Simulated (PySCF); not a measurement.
# From a computed spectrum to the compound

A species of 3 atoms with charge 2 has these harmonic modes (PBE0, small Gaussian bases with core potentials, PySCF 2.14.0):

```
cm⁻¹  km/mol  symmetry
 211    16.0        σ+
 228     1.3         π
 228     1.3         π
2400     4.0        σ+
```

Which species is it, and in which structure?

[Pb(CO)]2+ (singlet):
```xyz
3

Pb    0.0000    0.0000   -0.3926
C     0.0000    0.0000    2.2806
O     0.0000    0.0000    3.3941
```
Ideal gas at 298.15 K and 1 bar: S = 277.4 J/(mol K), Cp = 51.8 J/(mol K), H − H(0 K) = 12.8 kJ/mol (rigid rotor, harmonic modes, spin degeneracy alone). 
 This is one of several that fit.
